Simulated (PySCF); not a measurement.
Species: [IrCl6]3- (charge -3 and singlet state).
Bonds: Ir1–Cl2, Ir1–Cl3, Ir1–Cl4, Ir1–Cl5, Ir1–Cl6, Ir1–Cl7.
The ion is multiply charged and has no counter-ions or solvent; whether it holds all its electrons wasn't checked.

Method: PySCF 2.14.0, PBE0-D3(BJ)/def2-SVP geometry optimisation, gas phase, def2 core potentials past Kr; density fitting, grid level 1; the optimiser is geomeTRIC in internal coordinates, started from a GFN2-xTB structure with every atom displaced at random (about 0.03 Å).

The end geometry, which sets the zero of energy:
```
atom  x, y, z in Å
Ir1     0.0133   -0.0147   -0.0096
Cl2    -0.0028   -0.0258    2.4227
Cl3     0.0270   -0.0034   -2.4417
Cl4     2.4456    0.0081    0.0030
Cl5    -2.4189   -0.0367   -0.0246
Cl6    -0.0079    2.4175    0.0009
Cl7     0.0355   -2.4470   -0.0193
```

**Question.** These geometries come from the run, each turned onto the end geometry. Order them by energy, lowest first.
A.
```
atom  x, y, z in Å
Ir1     0.0628   -0.0777    0.0121
Cl2    -0.0366   -0.0242    2.3611
Cl3    -0.0421    0.0035   -2.3946
Cl4     2.4689    0.0102    0.0091
Cl5    -2.3759   -0.0182   -0.0527
Cl6    -0.0218    2.3802    0.0050
Cl7     0.0366   -2.3758   -0.0086
```
B.
```
atom  x, y, z in Å
Ir1     0.0199   -0.0181   -0.0064
Cl2    -0.0401    0.0045    2.4255
Cl3     0.0359   -0.0194   -2.4474
Cl4     2.4520   -0.0230   -0.0389
Cl5    -2.4154   -0.0298   -0.0207
Cl6    -0.0212    2.4273    0.0431
Cl7     0.0608   -2.4435   -0.0238
```
C.
```
atom  x, y, z in Å
Ir1     0.0271   -0.0351   -0.0005
Cl2     0.0019   -0.0470    2.4170
Cl3    -0.0223    0.0082   -2.4435
Cl4     2.4560    0.0151    0.0204
Cl5    -2.4160   -0.0418   -0.0610
Cl6     0.0072    2.4322   -0.0070
Cl7     0.0380   -2.4336    0.0060
```

**Answer.** B (0.010 eV), C (0.018 eV), A (0.175 eV).

In the order of the answer:

```
step  E above end (eV)  largest force (eV/Å)  rms force component (eV/Å)  rms distance from end (Å)  rms bond change (Å)  bond most changed (Å)
   2             0.010                  0.19                       0.061                      0.034                0.007         Ir1–Cl6 +0.014
   1             0.018                  0.66                       0.165                      0.031                0.022         Ir1–Cl6 +0.035
   0             0.175                  2.20                       0.619                      0.065                0.066         Ir1–Cl7 -0.134
```

The cost below is that of the whole optimisation. Hardware: 2 threads, Arm Neoverse V2 (aarch64) (shared host). Cost: 49 s wall, 68 s CPU, 0.60 GiB resident at most.
